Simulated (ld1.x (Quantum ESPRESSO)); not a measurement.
**Varying the TM potential for Cd (Z = 48)**

Base potential:

* Element: cadmium (Cd)
* Generator: ld1.x (Quantum ESPRESSO) 7.5
* Type: norm-conserving Troullier–Martins (Kleinman–Bylander form)
* Functional: PBEsol
* Relativity: scalar-relativistic
* Frozen core: [Kr]
* Valence charge: 12
* Reference configuration: 4d10 5s2 5p0
* Partial waves: 5p (bound, empty): rc 2.50 bohr; 4d (bound): rc 1.80 bohr; 5s (bound): rc 2.45 bohr
* Local potential: the s channel
* Core correction: a·sin(br)/r model core inside 1.75 bohr

Cutoffs, loose and tight: the cutoffs (Ry, on a coarse ladder) from which the occupation-weighted sum of valence levels, in a spherical-Bessel basis at the reference potential, stays within 10 and 1 mRy of its value at 400 Ry. They do not see the model core or the augmentation charge, which bear on the density cutoff. Test errors are all-electron minus pseudo excitation energies from the reference, over the configurations 4d10 5s1 5p0; 4d10 5s0 5p0; 4d9 5s0 5p0; 4d10 5s0 5p1; 4d9 5s2 5p1; 4d9 5s2 5p0; 4d10 5s1.5 5p0. A dash means not determined; rows that change the core or the reference have their own tests.

```tsv
change	outcome	cutoff, loose	cutoff, tight	bound ghosts	largest test error (meV)
base	generated	70 Ry	100 Ry	none	-243
wave 4d (bound): rc 1.80 bohr becomes 4d (bound): rc 1.22 bohr	generated	90 Ry	120 Ry	none	-245
wave 4d (bound): rc 1.80 bohr becomes 4d (bound): rc 1.38 bohr	generated	80 Ry	120 Ry	none	-245
wave 4d (bound): rc 1.80 bohr becomes 4d (bound): rc 1.58 bohr	generated	70 Ry	120 Ry	none	-244
wave 4d (bound): rc 1.80 bohr becomes 4d (bound): rc 1.74 bohr	generated	70 Ry	110 Ry	none	-243
wave 4d (bound): rc 1.80 bohr becomes 4d (bound): rc 1.92 bohr	generated	60 Ry	100 Ry	none	-241
wave 4d (bound): rc 1.80 bohr becomes 4d (bound): rc 2.10 bohr	generated	55 Ry	90 Ry	none	-236
wave 4d (bound): rc 1.80 bohr becomes 4d (bound): rc 2.30 bohr	generated	50 Ry	90 Ry	none	-229
wave 4d (bound): rc 1.80 bohr becomes 4d (bound): rc 2.54 bohr	generated	45 Ry	70 Ry	none	-215
wave 4d (bound): rc 1.80 bohr becomes 4d (bound): rc 2.70 bohr	generated	40 Ry	70 Ry	none	-196
```

Reading the sweep of the d radius (base included, trends over the rows without a ghost): The loose cutoff falls from 90 Ry at 1.22 to 40 Ry at 2.7 bohr. A larger radius leaves more room for a smooth pseudo-wave, so fewer plane waves are needed; a smaller one forces it to follow the all-electron wave where it bends sharply. The median size of the test errors (rows with all tests solved) falls from 43.9 meV at 1.22 to 11.2 meV at 2.7 bohr. This runs against the usual rule that a larger radius transfers worse; these runs do not show why.
